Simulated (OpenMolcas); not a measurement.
V4+ among 6 point charges of -2 e arranged as an octahedron (Oh).

```yaml
Program: OpenMolcas 26.06
Method: CASSCF
Basis: ANO-RCC-VDZP [5s4p2d1f]
Scalar_Hamiltonian: DKH2, point nucleus
Active_space: 1 electron in 5 orbitals (3d)
State_averaging: 2S+1 = 2 even, 5 roots
Spin-orbit_coupling: state interaction with AMFI integrals over the reference wave functions
```

All point charges move together. At R = 1.7 Å |10Dq| is 8529 cm-1, and at R = 1.86 Å it is 5602 cm-1.

Problem. A third run gives 10369 cm-1. What distance was it run at?

Solution. With a power law R^-n the two known points give n = -ln(5602 / 8529) / ln(1.86 / 1.7) = 4.67. Then R = 1.7 × (8529 / 10369)^(1/4.67) = 1.630 Å. The run was at 1.63 Å, so the estimate is off by 0 Å.

An orbital triplet at a regular site is open to Jahn-Teller coupling, which can distort the site and quench the lowest spin-orbit gaps and is left out. This field is weak: 10Dq is about 8529 cm-1, while octahedral complexes of 3d ions of charge 3 and more, computed by the same method with explicit ligands, had a median near 15000 cm-1. Ground spin and moment need not be those of a real site (figures for R = 1.7; the like holds for R = 1.86). This is an electrostatic model: the charges have no orbitals. No measured value stands beside these numbers.
